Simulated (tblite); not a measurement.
C3H4F4Si.
Geometry (GFN2-xTB, Å), atoms numbered from 1 in this order:
```xyz
12
C3H4F4Si angstrom
F     -2.8887   -0.4930   -0.8249
Si    -1.7998    0.1519    0.1671
C     -0.1277   -0.1113   -0.7347
C      1.0176    0.4005    0.0494
F      1.0858    1.7438    0.1694
C      1.9394   -0.3323    0.6606
F      1.9504   -1.6644    0.6053
F      2.9506    0.1172    1.3937
H     -2.1408    1.5587    0.2682
H     -1.8555   -0.6200    1.3963
H     -0.1571    0.4172   -1.6898
H      0.0270   -1.1690   -0.9424
```

Calculated harmonic vibrations of the isolated species, GFN2-xTB (tblite), most abundant isotopes, no scaling. Errors from tens to a few hundred cm⁻¹ against measured bands are possible. Modes of hydrogen on silicon can be 10 to 20 % off. One conformer, not necessarily the lowest.

Harmonic wavenumbers (cm⁻¹): 35.9, 40.3, 93.0, 170.3, 182.3, 201.9, 319.3, 398.1, 445.4, 466.4, 477.2, 533.2, 556.1, 705.7, 720.1, 750.9, 770.3, 797.6, 832.2, 1023.6, 1146.5, 1196.1, 1211.8, 1235.9, 1430.5, 1787.7, 2358.2, 2378.2, 2973.5, 3014.3.

A = 3304, B = 796.1, C = 693.1 MHz; mass 144.002 u (most abundant isotopes); point group C1, symmetry number 1.

Task: Zero-point energy?

Result: Half the sum of the wavenumbers: 14126 cm⁻¹ = 168.99 kJ/mol.

Task: What is S at 350 K and 1 bar for an ideal gas of classical rigid rotors and harmonic oscillators?

Result: Translation 174.17, rotation 125.67, vibration 138.44: S = 438.3 J/(mol K).

Task: And Cp and H(350 K) − H(0)?

Result: Cp = 158.24 J/(mol K), of which vibrations give 124.98 (their classical limit is 30 R = 249.4); H(350 K) − H(0) = 35.44 kJ/mol without the zero-point energy, 23.80 from vibrations.

Task: Blend soft modes into free rotors: weight 1/[1 + (100 cm⁻¹/ν̃)⁴] for the oscillator and the rest for a rotor with moment μB/(μ + B), μ = h/(8π²ν), B = 10⁻⁴⁴ kg m². What vibrational entropy results?

Result: 122.36 J/(mol K) in place of 138.44, which changes −T·S at 350 K by +5.63 kJ/mol.

Task: What must be added to the electronic energy to get the Gibbs energy at 350 K and 1 bar?

Result: ZPE + [H(350 K) − H(0)] − T·S = 168.99 + 35.44 − 153.40 = 51.03 kJ/mol.

Hindered rotation and anharmonicity are outside this model. Other conformers, if any are populated, would add a mixing term that is left out. The structure is chiral; the term R ln 2 for an equal mix with its mirror image is left out.

Time: 0.35 s of wall time. Hardware: one thread, Arm Neoverse V1 (aarch64), no GPU, shared host with 32 logical CPUs at a one-minute load of 8.0. The figure is for the frequency step alone.
